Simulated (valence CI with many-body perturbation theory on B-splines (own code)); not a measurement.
## Level structure of Te XIII

Calculated by relativistic CI+MBPT: four valence electrons over a frozen Dirac-Fock core [Kr], radial functions for each j: 7 s, 7 p, 8 d, 6 f, 4 g, 1 h, with the one-electron correlation potential Σ1 (screened to all orders), the two-electron term Σ2, the three-electron term Σ3, Breit, model QED; selected single and double excitations, second order for the rest, scaled by the run's own slope (own B-spline code, finite nucleus).

No measured levels were compared; by estimate terms of the open shell hold to 2 to 4 % of their energy, and close levels can change places. Only levels of the ground parity were solved; by the run's estimate the other parity begins above the list, which can be wrong where configurations are misplaced.

Levels 1 to 32 of 32, with energies above the lowest level, 4d4 5D_0. "Leading %" is the weight of the configuration and term that name the level; weights of strongly mixed levels are sums over their largest components and can fall short, so below about 35 % the name and the second component can differ from the true leading terms, or belong to a minority configuration. In the jj column 3d3/2^4 stands for four electrons in 3d with j = 3/2.

| No. | Configuration | Term | J | E (cm⁻¹) | Leading % | Second component | Leading jj |
| --- | --- | --- | --- | --- | --- | --- | --- |
| 1 | 4d4 | 5D | 0 | 0.0 | 76 | 22 % 4d4 3P | 4d3/2^4 (64 %) |
| 2 | 4d4 | 5D | 1 | 4958 | 89 | 10 % 4d4 3P | 4d3/2^3 4d5/2 (78 %) |
| 3 | 4d4 | 5D | 2 | 10051 | 94 |  | 4d3/2^2 4d5/2^2 (62 %) |
| 4 | 4d4 | 5D | 3 | 14600 | 92 | 5 % 4d4 3F | 4d3/2^2 4d5/2^2 (52 %) |
| 5 | 4d4 | 5D | 4 | 18435 | 82 | 15 % 4d4 3F | 4d3/2^2 4d5/2^2 (39 %) |
| 6 | 4d4 | 3P | 0 | 31768 | 63 | 22 % 4d4 5D | 4d3/2^2 4d5/2^2 (58 %) |
| 7 | 4d4 | 3H | 4 | 33583 | 61 | 16 % 4d4 3G | 4d3/2^3 4d5/2 (58 %) |
| 8 | 4d4 | 3G | 3 | 40465 | 64 | 28 % 4d4 3F | 4d3/2^2 4d5/2^2 (51 %) |
| 9 | 4d4 | 3H | 5 | 41020 | 78 | 21 % 4d4 3G | 4d3/2^2 4d5/2^2 (97 %) |
| 10 | 4d4 | 3P | 1 | 42773 | 82 | 10 % 4d4 3D | 4d3/2^2 4d5/2^2 (60 %) |
| 11 | 4d4 | 3F | 2 | 42863 | 76 | 13 % 4d4 1D | 4d3/2^2 4d5/2^2 (52 %) |
| 12 | 4d4 | 3H | 6 | 44674 | 79 | 21 % 4d4 1I | 4d3/2^2 4d5/2^2 (84 %) |
| 13 | 4d4 | 3G | 4 | 48572 | 44 | 24 % 4d4 3H | 4d3/2^2 4d5/2^2 (54 %) |
| 14 | 4d4 | 3P | 2 | 51901 | 49 | 43 % 4d4 3D | 4d3/2^2 4d5/2^2 (74 %) |
| 15 | 4d4 | 3F | 4 | 52132 | 36 | 29 % 4d4 1G | 4d3/2^2 4d5/2^2 (68 %) |
| 16 | 4d4 | 3F | 3 | 54273 | 64 | 14 % 4d4 3G | 4d3/2 4d5/2^3 (47 %) |
| 17 | 4d4 | 3D | 3 | 57379 | 66 | 15 % 4d4 3G | 4d3/2 4d5/2^3 (50 %) |
| 18 | 4d4 | 3G | 5 | 59221 | 78 | 21 % 4d4 3H | 4d3/2 4d5/2^3 (97 %) |
| 19 | 4d4 | 3P | 2 | 62564 | 38 | 24 % 4d4 1D | 4d3/2 4d5/2^3 (57 %) |
| 20 | 4d4 | 1I | 6 | 63399 | 79 | 21 % 4d4 3H | 4d3/2 4d5/2^3 (84 %) |
| 21 | 4d4 | 3D | 1 | 63896 | 88 | 9 % 4d4 3P | 4d3/2 4d5/2^3 (72 %) |
| 22 | 4d4 | 1G | 4 | 72192 | 54 | 29 % 4d4 3F | 4d5/2^4 (43 %) |
| 23 | 4d4 | 1S | 0 | 74406 | 79 | 20 % 4d4 3P | 4d3/2 4d5/2^3 (77 %) |
| 24 | 4d4 | 1D | 2 | 76188 | 37 | 27 % 4d4 3P | 4d3/2^2 4d5/2^2 (62 %) |
| 25 | 4d4 | 1F | 3 | 79708 | 69 | 14 % 4d4 3D | 4d3/2 4d5/2^3 (74 %) |
| 26 | 4d4 | 3P | 2 | 87865 | 72 | 17 % 4d4 3F | 4d3/2^2 4d5/2^2 (53 %) |
| 27 | 4d4 | 3F | 4 | 91827 | 78 | 17 % 4d4 1G | 4d3/2^2 4d5/2^2 (60 %) |
| 28 | 4d4 | 3F | 2 | 94435 | 67 | 19 % 4d4 1D | 4d5/2^4 (36 %) |
| 29 | 4d4 | 3F | 3 | 95882 | 81 | 17 % 4d4 1F | 4d3/2 4d5/2^3 (94 %) |
| 30 | 4d4 | 3P | 1 | 97404 | 98 |  | 4d3/2 4d5/2^3 (90 %) |
| 31 | 4d4 | 3P | 0 | 102130 | 89 | 9 % 4d4 1S | 4d5/2^4 (54 %) |
| 32 | 4d4 | 1G | 4 | 103760 | 83 | 14 % 4d4 3F | 4d3/2 4d5/2^3 (81 %) |

Names give the largest LS component (configuration and term), which can be under half, so a name can repeat, a term be missing and a line seem to break the LS rules; names also repeat where a configuration has a term twice.

Where two levels of one J and parity lie close, their mixing, g and order are uncertain.

The ionisation energy to 4d3 4F_3/2 of the next ion comes out as 272.82 eV (NIST: 272 ± 3 eV (theoretical)). All 32 levels together are meant to be complete up to 106300 cm⁻¹.
